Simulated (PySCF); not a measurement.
Compound: C₆H₈O₂.
Bonds: C1–C2, C2–O3, O3–C4, C4–C5 (aromatic), C5–C6 (aromatic), C6–C7 (aromatic), C7–O8 (aromatic), C4–O8 (aromatic). Hydrogens: H9, H10, H11 on C1; H12, H13 on C2; H14 on C5; H15 on C6; H16 on C7.

The same species was optimised twice, with GFN2-xTB and with PBE0-D3(BJ)/def2-SVP (PySCF), and the same property calculations (PySCF, gas phase) were run on both structures.

```
     coordinate  GFN2-xTB  PBE0-D3(BJ)/def2-SVP  change
      O3–C4 (Å)     1.342                 1.327  -0.015
      C5–C6 (Å)     1.419                 1.434  +0.015
      C1–C2 (Å)     1.524                 1.513  -0.011
      C7–O8 (Å)     1.359                 1.366  +0.007
      C6–C7 (Å)     1.355                 1.359  +0.004
      C4–O8 (Å)     1.346                 1.344  -0.002
      C4–C5 (Å)     1.364                 1.366  +0.002
      C2–O3 (Å)     1.422                 1.422   0.000
   O3–C4–O8 (°)     120.7                 118.5    -2.2
   O3–C4–C5 (°)     128.3                 130.3    +2.0
   C2–O3–C4 (°)     116.8                 118.4    +1.6
   C6–C7–O8 (°)     110.4                 109.6    -0.8
   C4–O8–C7 (°)     106.6                 107.3    +0.7
   C4–C5–C6 (°)     105.5                 105.1    -0.4
   C5–C6–C7 (°)     106.5                 106.8    +0.3
   C1–C2–O3 (°)     112.2                 112.4    +0.2
C1–C2–O3–C4 (°)        73                    73       0
C2–O3–C4–C5 (°)      -169                  -163      +6
```

Rotational constants: A = 5112, B = 1462, C = 1271 MHz (GFN2-xTB) against A = 5083, B = 1445, C = 1278 MHz (PBE0-D3(BJ)/def2-SVP). Point groups within 0.08 Å: C1 and C1.

On the GFN2-xTB structure: lowest singlet, TDDFT (eV) 5.75 [CAM-B3LYP/def2-SVPD]; lowest triplet, Tamm–Dancoff (eV) 3.87 [CAM-B3LYP/def2-SVPD]; isotropic polarisability (au) 75.9 [CAM-B3LYP/def2-SVPD]; HOMO (eV) -7.11 [CAM-B3LYP/def2-SVPD]; LUMO (eV) 1.35 [CAM-B3LYP/def2-SVPD]; dipole (D) 1.12 [CAM-B3LYP/def2-SVPD]; HOMO (eV) -5.81 [PBE0/pcSseg-1]; LUMO (eV) 0.76 [PBE0/pcSseg-1]; dipole (D) 1.25 [PBE0/pcSseg-1]; GIAO shielding of C1 (ppm) 169.3 [PBE0/pcSseg-1]; GIAO shielding of C2 (ppm) 121.1 [PBE0/pcSseg-1]; GIAO shielding of O3 (ppm) 215.3 [PBE0/pcSseg-1]; GIAO shielding of C4 (ppm) 19.8 [PBE0/pcSseg-1]; GIAO shielding of C5 (ppm) 97.1 [PBE0/pcSseg-1]; GIAO shielding of C6 (ppm) 67.7 [PBE0/pcSseg-1]; GIAO shielding of C7 (ppm) 52.2 [PBE0/pcSseg-1]; GIAO shielding of O8 (ppm) 60.2 [PBE0/pcSseg-1].

Problem. What do these properties become on the PBE0-D3(BJ)/def2-SVP structure?

Solution. 
```csv
property,level,on GFN2-xTB,on PBE0-D3(BJ)/def2-SVP,change
"lowest singlet, TDDFT (eV)",CAM-B3LYP/def2-SVPD,5.75,5.77,+0.02
"lowest triplet, Tamm–Dancoff (eV)",CAM-B3LYP/def2-SVPD,3.87,3.88,+0.01
isotropic polarisability (au),CAM-B3LYP/def2-SVPD,75.9,76.8,+0.9
HOMO (eV),CAM-B3LYP/def2-SVPD,-7.11,-7.13,-0.02
LUMO (eV),CAM-B3LYP/def2-SVPD,1.35,1.34,-0.01
dipole (D),CAM-B3LYP/def2-SVPD,1.12,1.22,+0.10
"energy, GFN2-xTB geometry as zero (kcal/mol)",CAM-B3LYP/def2-SVPD,0.0,-1.1,-1.1
HOMO (eV),PBE0/pcSseg-1,-5.81,-5.82,-0.01
LUMO (eV),PBE0/pcSseg-1,0.76,0.77,+0.01
dipole (D),PBE0/pcSseg-1,1.25,1.36,+0.11
"energy, GFN2-xTB geometry as zero (kcal/mol)",PBE0/pcSseg-1,0.0,-0.7,-0.7
GIAO shielding of C1 (ppm),PBE0/pcSseg-1,169.3,168.0,-1.3
GIAO shielding of C2 (ppm),PBE0/pcSseg-1,121.1,120.7,-0.4
GIAO shielding of O3 (ppm),PBE0/pcSseg-1,215.3,219.4,+4.1
GIAO shielding of C4 (ppm),PBE0/pcSseg-1,19.8,21.3,+1.5
GIAO shielding of C5 (ppm),PBE0/pcSseg-1,97.1,97.4,+0.3
GIAO shielding of C6 (ppm),PBE0/pcSseg-1,67.7,65.9,-1.8
GIAO shielding of C7 (ppm),PBE0/pcSseg-1,52.2,50.7,-1.5
GIAO shielding of O8 (ppm),PBE0/pcSseg-1,60.2,57.5,-2.7
```

The heavy atoms differ by 0.050 Å rms after alignment. Among bonds between heavy atoms O3–C4 and C5–C6 change most and about equally (-0.015 to +0.015 Å). Changes are differences of the printed values. Neither structure is proved a minimum here.

Conformer computed: `[CH3:1][CH2:2][O:3][c:4]1[cH:5][cH:6][cH:7][o:8]1`: C1–C2–O3–C4 73°, C2–O3–C4–C5 -163°.
